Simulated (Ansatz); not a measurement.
Ge₁₄H₂₄, a nanocrystal cut from cubic germanium, relaxed as a singlet with RKS r2SCAN-D4/def2-SVP in Ansatz, starting from the GFN2-xTB geometry. Force threshold 0.03 eV/Å.

Single mean-field runs in def2-SVP are fitted with def2-universal-jkfit.

Start:

```xyz
38

Ge    3.830    0.154   -2.620
Ge   -4.308   -0.314   -1.452
Ge   -0.279   -0.051   -2.054
Ge   -2.232    2.518    0.299
Ge    0.293   -0.032    2.051
Ge    4.399    0.168    1.475
Ge   -3.750   -0.294    2.571
Ge    1.802   -1.133   -2.637
Ge    4.439    1.335   -0.622
Ge   -2.275   -1.421   -2.116
Ge   -4.103    1.008    0.563
Ge    2.453   -1.116    2.055
Ge   -1.611   -1.401    2.671
Ge   -0.188    1.242    0.019
H     4.971   -0.764   -3.020
H     3.809    1.140   -3.772
H    -5.453   -1.307   -1.370
H    -4.758    0.596   -2.579
H    -0.503    1.032   -3.121
H    -2.449    3.465   -0.869
H    -2.124    3.473    1.476
H     0.367    1.058    3.133
H     5.607   -0.749    1.555
H     4.690    1.162    2.583
H    -4.872   -1.288    2.814
H    -3.874    0.626    3.772
H     1.658   -1.851   -3.969
H     1.982   -2.314   -1.692
H     5.821    1.930   -0.815
H     3.586    2.585   -0.508
H    -2.438   -2.106   -3.460
H    -2.057   -2.610   -1.193
H    -5.400    1.807    0.742
H     2.367   -2.301    1.105
H     2.678   -1.823    3.381
H    -1.649   -2.601    1.734
H    -1.401   -2.070    4.015
H     0.972    2.245   -0.144
```

```csv
step,energy (eV),largest force component (eV/Å),SCF passes
1,-791552.3275,0.437,17
2,-791552.6268,0.344,19
3,-791552.7216,0.061,18
4,-791552.7387,0.028,18
5,-791552.7428,0.018,18
```

Force components are those of the run's own axes.

End:

Cartesian coordinates in Å:
```
Ge 3.7742 0.1163 -2.5951
Ge -4.2417 -0.3288 -1.4412
Ge -0.2702 0.0492 -2.0191
Ge -2.2180 2.6056 0.2968
Ge 0.2900 0.0664 2.0155
Ge 4.3383 0.1307 1.4671
Ge -3.6888 -0.3107 2.5452
Ge 1.7462 -1.2122 -2.5077
Ge 4.3337 1.3884 -0.6070
Ge -2.1674 -1.4696 -1.9765
Ge -4.0528 1.0367 0.5580
Ge 2.3636 -1.1948 1.9457
Ge -1.5457 -1.4493 2.5061
Ge -0.1392 1.3773 0.0133
H 4.9566 -0.8262 -2.9027
H 3.6510 1.1001 -3.7773
H -5.3828 -1.3530 -1.2753
H -4.6054 0.5917 -2.6244
H -0.4955 1.0464 -3.1811
H -2.4619 3.5046 -0.9323
H -2.1188 3.5145 1.5387
H 0.3901 1.0738 3.1863
H 5.5599 -0.8117 1.4469
H 4.5422 1.1227 2.6310
H -4.8306 -1.3349 2.7054
H -3.7179 0.6209 3.7744
H 1.5624 -1.8873 -3.8834
H 1.8995 -2.3341 -1.4642
H 5.7616 1.9399 -0.8073
H 3.3897 2.5972 -0.4802
H -2.2938 -2.1406 -3.3600
H -1.9003 -2.5818 -0.9444
H -5.3727 1.8223 0.7374
H 2.2270 -2.3246 0.9083
H 2.5619 -1.8595 3.3243
H -1.5687 -2.5721 1.4515
H -1.2896 -2.1065 3.8784
H 1.0140 2.3930 -0.1511
```

By distances, no bond broke or formed. The bond that changes most is Ge9–H29, from 1.52 to 1.54 Å (atoms count from 1).

The force fell under the threshold at step 4, but the optimiser went on and released 0.004 eV more. No frequencies were taken in this run, so the end may be a saddle point.

It took 23 s on 4 threads of AMD EPYC 7R13 on a shared host and a share (37 GiB) of an NVIDIA H100 80GB HBM3, peak host memory 1.3 GiB.
